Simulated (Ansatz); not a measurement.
One geometry of Br3ClGe (`[Cl][Ge]([Br])([Br])[Br]`), several functionals.

```yaml
crystal:
  periodic: [false, false, false]
  atoms:
    - {symbol: Cl, position_ang: [-0.801836, -0.172124, 1.971554]}
    - {symbol: Ge, position_ang: [0.002100, -0.016296, 0.011119]}
    - {symbol: Br, position_ang: [1.850558, -1.336040, -0.141272]}
    - {symbol: Br, position_ang: [-1.564726, -0.701824, -1.491183]}
    - {symbol: Br, position_ang: [0.563903, 2.152585, -0.391518]}
basis:
  gaussian: {orbitals: def2-TZVPP}
hamiltonian: {xc: {name: B97M-V}}
output: {orbitals: {seedname: orbitals}}
```

```sh
$ ansatz run in.yaml --threads 4 --pin off --events-out ev --progress --plain --max-ram 11315MiB
```

Shortened log:

```
Functional definition: B97M-V
1780 factors; their error is unknown
mean field evaluation 1: about -279132.7784 eV, gradient 2.3e1 eV
mean field evaluation 2: about -279131.7878 eV, gradient 3.6e1 eV
mean field evaluation 4: about -279133.7111 eV, gradient 1.8e0 eV
mean field evaluation 8: about -279133.7186 eV, gradient 3.2e-2 eV
mean field evaluation 16: about -279133.6340 eV, gradient 7.4e-5 eV
mean field -279133.63403068 eV, -10257.9718470548 hartree, gradient 7.4e-5 eV, S^2 0.000000; 0 other end points of the search recorded, 0 dependent functions left out
reference -279133.63408457 eV, -10257.9718490354 hartree; 77, 77 occupied and 157, 157 virtual orbitals, 1780 factors
Total energy: -279133.63408457 eV, -10257.9718490354 hartree
```

Run time 6 s (4 threads of an Intel Xeon 6975P-C on a shared host); peak host memory 0.54 GiB.

With the line `hamiltonian: {xc: {name: wB97X-V}}` (abridged; 7.5 s):

```
Functional definition: wB97X-V
mean field -279158.90496531 eV, -10258.9005367731 hartree, gradient 7.7e-5 eV, S^2 0.000000
Total energy: -279158.90496351 eV, -10258.9005367069 hartree
```

The same input with `hamiltonian: {xc: {name: B3LYP}, dispersion: d4}` and forces (abridged; 6 s):

```
Functional definition: B3LYP
mean field evaluation 16: about -279188.8361 eV, gradient 1.7e-4 eV
mean field -279188.83608671 eV, -10260.0004851965 hartree, gradient 1.9e-5 eV, S^2 0.000000
Total energy: -279189.32879583 eV, -10260.0185919227 hartree
Atom 0 force    -0.141654    -0.027437     0.345670 eV/Å
Atom 1 force     0.013771     0.002547    -0.033677 eV/Å
Atom 2 force     0.289491    -0.208186    -0.019937 eV/Å
Atom 3 force    -0.248436    -0.108271    -0.232672 eV/Å
Atom 4 force     0.086827     0.341347    -0.059383 eV/Å
Dipole moment:     0.023425     0.004510    -0.056975 e Å
```

The same input with `hamiltonian: {xc: lda}` (abridged; 1.1 s):

```
Functional definition: SPW92
mean field evaluation 16: about -278768.8050 eV, gradient 3.0e-5 eV
mean field -278768.80499308 eV, -10244.5646272129 hartree, gradient 3.0e-5 eV, S^2 0.000000
Total energy: -278768.80503003 eV, -10244.5646285709 hartree
```

The same input with `hamiltonian: {xc: {name: BHLYP}, dispersion: d4}` (abridged; 3.6 s):

```
Functional definition: BHLYP
mean field evaluation 16: about -279183.9050 eV, gradient 4.4e-5 eV
mean field -279183.90497757 eV, -10259.8192702782 hartree, gradient 4.4e-5 eV, S^2 0.000000
Total energy: -279184.39015166 eV, -10259.8371000970 hartree
```

The same input with `hamiltonian: {xc: {name: PBE-QIDH}}` (abridged; 5.5 s):

```
Functional definition: PBE-QIDH
mean field evaluation 16: about -279100.8157 eV, gradient 3.2e-5 eV
mean field -279100.81569193 eV, -10256.7657953507 hartree, gradient 6.4e-6 eV, S^2 0.000000
41 core orbitals not correlated: weight in the atoms' cores, before any rotation towards them, 1.000 or more for the frozen orbitals, at most 0.000 for the correlated occupied ones
second order -37.97728153 eV of doubles, -0.00000000 eV of singles
Total energy: -279113.47479777 eV, -10257.2310089098 hartree
```

B3LYP takes the VWN-RPA correlation (the form of Gaussian; ORCA's B3LYP/G).
